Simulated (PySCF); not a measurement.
# r2SCAN on Mo (molybdenum, neutral)

Configuration: [Kr] 4d6, high-spin 5D determinant (an excited configuration). Computed with PySCF 2.14 in ANO-RCC-VTZP (7s6p4d2f1g, 68 functions), with scalar relativity by spin-free X2C-1e.

```json
{
  "Total energy": "-4048.13 hartree",
  "One-electron energy": "-5587.48 hartree",
  "Hartree (Coulomb) energy": "1664.26 hartree",
  "Exchange-correlation energy": "-124.91 hartree",
  "⟨S²⟩": "6.0053",
  "⟨L²⟩": "6.428",
  "Sum of ⟨r⟩": "31.09 bohr",
  "Sum of ⟨r²⟩": "51.36 bohr²",
  "Traceless quadrupole moment −½Σ⟨3z² − r²⟩ along its main axis": "3.76 e·bohr²",
  "Langevin diamagnetic susceptibility": "-40.7 ×10⁻⁶ cm³/mol"
}
```

```tsv
shell	electrons	mean orbital energy (eV)	spread (eV)	rms radius, mean of both spins (bohr)
1s β	1	-19832.5	0	0.0404
1s α	1	-19832.5	0	0.0404
2s α	1	-2812.0	0	0.166
2s β	1	-2811.6	0	0.166
2p α	3	-2512.0	0.133	0.148
2p β	3	-2511.7	0.052	0.148
3s α	1	-481.69	0	0.458
3s β	1	-481.53	0	0.458
3p α	3	-382.28	0.263	0.464
3p β	3	-382.08	0.184	0.464
3d α	5	-220.80	0.341	0.455
3d β	5	-220.41	0.222	0.455
4s α	1	-64.316	0	1.19
4s β	1	-61.799	0	1.19
4p α	3	-38.090	1.070	1.34
4p β	3	-35.195	0.313	1.34
4d α	5	-2.891	1.053	2.37
4d β	1	-0.833	0	2.37
```

Densities and radii are taken from the X2C orbitals without a picture-change correction, which distorts them close to the nucleus.
